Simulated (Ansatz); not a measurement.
Nudged elastic band run: FH7OSi2

The input (input.yaml):

```yaml
crystal:
  periodic: [false, false, false]
  atoms:
    - { symbol: Si, position_ang: [-0.169343, 0.251242, -0.020458] }
    - { symbol: O, position_ang: [-0.074123, 0.002257, 1.661398] }
    - { symbol: Si, position_ang: [-1.254075, -0.43301, 2.808409] }
    - { symbol: H, position_ang: [-2.159559, -1.48643, 2.238962] }
    - { symbol: H, position_ang: [-0.519999, -0.947481, 4.006824] }
    - { symbol: H, position_ang: [-2.057889, 0.783731, 3.169714] }
    - { symbol: H, position_ang: [1.232847, 0.205756, -0.541003] }
    - { symbol: H, position_ang: [-0.78085, 1.598868, -0.280298] }
    - { symbol: H, position_ang: [-1.014385, -0.816786, -0.651514] }
    - { symbol: F, position_ang: [1.104911, -2.281255, 1.52411] }
    - { symbol: H, position_ang: [0.939865, -1.361793, 1.706655] }
basis:
  gaussian: { orbitals: def2-SVP }
hamiltonian:
  xc: pbe
  dispersion: d4
neb:
  order_check: false
  images: 6
  f_tol: 0.05
  max_iterations: 60
  climbing: false
  final_atoms:
    - { symbol: Si, position_ang: [0.10747474, -0.35224021, -0.6258935] }
    - { symbol: O, position_ang: [0.22543863, -0.14540447, 2.46816675] }
    - { symbol: Si, position_ang: [-1.20410464, -0.31460617, 3.34190207] }
    - { symbol: H, position_ang: [-2.33489623, -0.83563645, 2.48565398] }
    - { symbol: H, position_ang: [-1.04520674, -1.24843968, 4.51653528] }
    - { symbol: H, position_ang: [-1.5504843, 1.05732623, 3.8401148] }
    - { symbol: H, position_ang: [1.06618373, 0.77050762, -0.37543544] }
    - { symbol: H, position_ang: [-1.30189874, 5.984e-05, -0.25616197] }
    - { symbol: H, position_ang: [0.16844624, -0.78534246, -2.06198574] }
    - { symbol: F, position_ang: [0.58055491, -1.67069311, 0.26772458] }
    - { symbol: H, position_ang: [0.5358924, -0.96043215, 2.02217819] }
  initial_path:
    images:
      - { positions_ang: [[-0.169343, 0.251242, -0.020458], [-0.074123, 0.002257, 1.661398], [-1.254075, -0.43301, 2.808409], [-2.159559, -1.48643, 2.238962], [-0.519999, -0.947481, 4.006824], [-2.057889, 0.783731, 3.169714], [1.232847, 0.205756, -0.541003], [-0.78085, 1.598868, -0.280298], [-1.014385, -0.816786, -0.651514], [1.104911, -2.281255, 1.52411], [0.939865, -1.361793, 1.706655]] }
      - { positions_ang: [[-0.12445602, 0.18407705, -0.01430931], [-0.04978623, -0.00214523, 1.76691773], [-1.26620575, -0.42948481, 2.86417846], [-2.18193761, -1.41429581, 2.23906694], [-0.60755924, -1.01351092, 4.05046273], [-2.0308534, 0.78721254, 3.25225262], [1.26883977, 0.14969381, -0.52958832], [-0.7558728, 1.49096858, -0.33164057], [-0.92954506, -0.91519412, -0.60654778], [1.06516148, -2.05803648, 1.24980439], [0.85961487, -1.26418561, 1.68220211]] }
      - { positions_ang: [[-0.07956904, 0.11691209, -0.00816062], [-0.02544946, -0.00654746, 1.87243747], [-1.27833651, -0.42595963, 2.91994792], [-2.20431621, -1.34216162, 2.23917189], [-0.69511948, -1.07954083, 4.09410146], [-2.0038178, 0.79069409, 3.33479123], [1.30483254, 0.09363162, -0.51817364], [-0.73089561, 1.38306915, -0.38298314], [-0.84470512, -1.01360225, -0.56158157], [1.02541195, -1.83481795, 0.97549878], [0.77936475, -1.16657821, 1.65774922]] }
      - { positions_ang: [[-0.03468206, 0.04974714, -0.00201193], [-0.00111269, -0.01094969, 1.9779572], [-1.29046726, -0.42243444, 2.97571738], [-2.22669482, -1.27002743, 2.23927683], [-0.78267972, -1.14557075, 4.13774019], [-1.9767822, 0.79417563, 3.41732985], [1.34082531, 0.03756943, -0.50675896], [-0.70591841, 1.27516973, -0.43432571], [-0.75986519, -1.11201037, -0.51661535], [0.98566243, -1.61159943, 0.70119317], [0.69911462, -1.06897082, 1.63329633]] }
      - { positions_ang: [[0.00486333, -0.03646461, -0.08850271], [0.04168182, -0.03204419, 2.09320988], [-1.28332864, -0.40551961, 3.05193067], [-2.251743, -1.17705692, 2.27451854], [-0.8577094, -1.18856484, 4.21055608], [-1.90429581, 0.83326067, 3.51310139], [1.31701627, 0.11824823, -0.48310645], [-0.78035394, 1.04676856, -0.43087771], [-0.59088929, -1.10751843, -0.71811131], [0.91075441, -1.5243763, 0.52170954], [0.64140425, -1.01163355, 1.67837107]] }
      - { positions_ang: [[0.03906713, -0.14172314, -0.26763297], [0.10293409, -0.06983095, 2.2181955], [-1.25692064, -0.37521513, 3.1485878], [-2.27946074, -1.0632501, 2.34489702], [-0.92020851, -1.20852312, 4.31254915], [-1.78635864, 0.90794919, 3.62210586], [1.23340542, 0.33566803, -0.44721612], [-0.95420221, 0.69786565, -0.37263913], [-0.33777745, -1.00012644, -1.16606946], [0.80068791, -1.57314857, 0.43704789], [0.60623363, -0.99456642, 1.79297345]] }
      - { positions_ang: [[0.07327094, -0.24698168, -0.44676323], [0.16418636, -0.10761771, 2.34318113], [-1.23051264, -0.34491065, 3.24524494], [-2.30717849, -0.94944327, 2.4152755], [-0.98270763, -1.2284814, 4.41454221], [-1.66842147, 0.98263771, 3.73111033], [1.14979457, 0.55308782, -0.41132578], [-1.12805047, 0.34896275, -0.31440055], [-0.0846656, -0.89273445, -1.6140276], [0.69062141, -1.62192084, 0.35238624], [0.57106302, -0.97749929, 1.90757582]] }
      - { positions_ang: [[0.10747474, -0.35224021, -0.6258935], [0.22543863, -0.14540447, 2.46816675], [-1.20410464, -0.31460617, 3.34190207], [-2.33489623, -0.83563645, 2.48565398], [-1.04520674, -1.24843968, 4.51653528], [-1.5504843, 1.05732623, 3.8401148], [1.06618373, 0.77050762, -0.37543544], [-1.30189874, 5.984e-05, -0.25616197], [0.16844624, -0.78534246, -2.06198574], [0.58055491, -1.67069311, 0.26772458], [0.5358924, -0.96043215, 2.02217819]] }
```

Run as:

```bash
$ ansatz run input.yaml --threads 2 --pin off --max-ram 3072MiB --backend cpu --events-out ev --progress --plain --runs-dir out
```

Output, in part (warnings, iteration lines, the closing report on the highest movable image, with atoms numbered from 0):

```
NEB end point (image 0): max|allowed force component| = 4.656e-3 eV/Å (the criterion of neb.relax_end_points is 1.000e-2)
NEB end point (image 7): max|allowed force component| = 2.849e-2 eV/Å (the criterion of neb.relax_end_points is 1.000e-2)
NEB iter   1: max|band force component| = 4.717e0 eV/Å  barrier→ = 2.7473 eV  barrier← = 2.9640 eV  Δτ_max = 0.1964 Å  (200 SCF iters)
NEB iter   2: max|band force component| = 1.787e0 eV/Å  barrier→ = 1.1922 eV  barrier← = 1.4089 eV  Δτ_max = 0.1965 Å  (176 SCF iters)
NEB iter   3: max|band force component| = 9.650e-1 eV/Å  barrier→ = 0.9281 eV  barrier← = 1.1448 eV  Δτ_max = 0.1978 Å  (164 SCF iters)
NEB iter   4: max|band force component| = 1.050e0 eV/Å  barrier→ = 0.8035 eV  barrier← = 1.0202 eV  Δτ_max = 0.1010 Å  (164 SCF iters)
NEB iter   5: max|band force component| = 5.822e-1 eV/Å  barrier→ = 0.6652 eV  barrier← = 0.8818 eV  Δτ_max = 0.1002 Å  (164 SCF iters)
NEB iter   6: max|band force component| = 3.693e-1 eV/Å  barrier→ = 0.6123 eV  barrier← = 0.8289 eV  Δτ_max = 0.1002 Å  (164 SCF iters)
NEB iter   7: max|band force component| = 2.823e-1 eV/Å  barrier→ = 0.5976 eV  barrier← = 0.8143 eV  Δτ_max = 0.1005 Å  (163 SCF iters)
NEB iter   8: max|band force component| = 3.544e-1 eV/Å  barrier→ = 0.6298 eV  barrier← = 0.8464 eV  Δτ_max = 0.0502 Å  (163 SCF iters)
NEB iter   9: max|band force component| = 2.556e-1 eV/Å  barrier→ = 0.6327 eV  barrier← = 0.8494 eV  Δτ_max = 0.0502 Å  (163 SCF iters)
NEB iter  10: max|band force component| = 3.235e-1 eV/Å  barrier→ = 0.6340 eV  barrier← = 0.8507 eV  Δτ_max = 0.0250 Å  (166 SCF iters)
NEB iter  11: max|band force component| = 9.240e-2 eV/Å  barrier→ = 0.6320 eV  barrier← = 0.8486 eV  Δτ_max = 0.0500 Å  (163 SCF iters)
NEB iter  12: max|band force component| = 1.091e-1 eV/Å  barrier→ = 0.6238 eV  barrier← = 0.8404 eV  Δτ_max = 0.0250 Å  (163 SCF iters)
NEB iter  13: max|band force component| = 6.367e-2 eV/Å  barrier→ = 0.6163 eV  barrier← = 0.8329 eV  Δτ_max = 0.0250 Å  (165 SCF iters)
NEB iter  14: max|band force component| = 6.596e-2 eV/Å  barrier→ = 0.6037 eV  barrier← = 0.8204 eV  Δτ_max = 0.0125 Å  (165 SCF iters)
NEB iter  15: max|band force component| = 5.232e-2 eV/Å  barrier→ = 0.5990 eV  barrier← = 0.8157 eV  Δτ_max = 0.0125 Å  (159 SCF iters)
NEB iter  16: max|band force component| = 4.744e-2 eV/Å  barrier→ = 0.5949 eV  barrier← = 0.8115 eV  Δτ_max = 0.0000 Å  (323 SCF iters)
Total energy: -20612.19517121 eV, -757.4842010944 hartree
Atom 0 at     0.145791    -0.246065    -0.081420 Å, force     0.047281    -0.083307    -0.067325 eV/Å
Atom 1 at     0.014976    -0.405566     1.971453 Å, force     0.068842    -0.003030     0.082355 eV/Å
Atom 2 at    -1.354597    -0.352804     3.005181 Å, force    -0.013911    -0.005990     0.054556 eV/Å
Atom 3 at    -2.537792    -1.008420     2.354330 Å, force     0.037176    -0.000341    -0.006004 eV/Å
Atom 4 at    -0.939783    -1.103934     4.232526 Å, force    -0.055029     0.005622     0.063769 eV/Å
Atom 5 at    -1.633796     1.086468     3.294972 Å, force     0.007306    -0.001746    -0.005488 eV/Å
Atom 6 at     1.244385     0.665268    -0.540072 Å, force     0.014588     0.030908    -0.075051 eV/Å
Atom 7 at    -0.996370     0.753581     0.158637 Å, force     0.044905    -0.091480     0.064360 eV/Å
Atom 8 at    -0.531835    -1.118004    -1.103815 Å, force     0.007216     0.019654    -0.155150 eV/Å
Atom 9 at     1.199492    -1.565199     0.439146 Å, force    -0.065916     0.087305    -0.139780 eV/Å
Atom 10 at     0.636929    -1.190225     1.891861 Å, force    -0.092458     0.042406     0.183758 eV/Å
Dipole moment:    -0.301616    -0.005344     0.603682 e Å
```

It converged. No image climbed, so the highest image needn't sit at the top of the path. The orbitals stay closed-shell, which can raise the energy where a bond breaks towards radicals; this wasn't checked here.

Final band (atoms are numbered from 1 in the order of the input):

```tsv
image	path coordinate (Å)	energy (kcal/mol)	Si1–O2 (Å)	F10–H11 (Å)	Si1–F10 (Å)
0	0.00	0.0	1.70	0.95	3.23
1	0.81	0.2	1.71	0.95	3.07
2	1.62	0.2	1.71	0.95	3.00
3	2.44	7.5	1.78	1.01	2.29
4	3.25	13.7	2.06	1.60	1.77
5	4.07	3.3	2.63	1.76	1.68
6	4.89	-4.4	3.06	1.89	1.66
7	5.71	-5.0	3.10	1.89	1.66
```

The run took 2.9 min on 2 threads of Arm Neoverse V1, on a shared host, peak memory 0.13 GiB.
